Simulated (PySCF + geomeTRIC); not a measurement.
Species: [Hf(F)4] (charge 0, multiplicity 1).

Question: Give a relaxed geometry from BP86-D3(BJ)/def2-SVP run with PySCF + geomeTRIC.

Answer: the end point of this relaxation.
Z-matrix (Å, degrees):
```
Hf
F 1 1.9145
F 1 1.9152 2 109.14
F 1 1.9156 2 109.51 3 119.94
F 1 1.9156 2 109.38 3 -120.03
```
